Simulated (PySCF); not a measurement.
**Electronic structure of Ti²⁰⁺ (titanium, charge +20) at the BHandHLYP level**

Configuration: 1s2, closed-shell 1S. Calculation: PySCF 2.14, in an even-tempered Gaussian basis (17 s from 18 bohr⁻², ratio 2.2; 7 p from 28 bohr⁻², ratio 2.4; 4 d from 85 bohr⁻², ratio 2.4; 3 f from 130 bohr⁻², ratio 2.4; 3 g from 190 bohr⁻², ratio 2.4); scalar relativity by spin-free X2C-1e.

- Total energy: -473.329 hartree
- One-electron energy: -487.036 hartree
- Hartree (Coulomb) energy: 27.431 hartree
- Exchange-correlation energy: -13.724 hartree
- ⟨S²⟩: 0.0000
- ⟨L²⟩: 0.000
- Sum of ⟨r⟩: 0.1371 bohr
- Sum of ⟨r²⟩: 0.01262 bohr²

```json
{"shell": "1s", "electrons": "2", "mean orbital energy (eV)": "-6185.5", "rms radius, mean of both spins (bohr)": "0.0794"}
```

Densities and radii are taken from the X2C orbitals without a picture-change correction, which distorts them close to the nucleus.
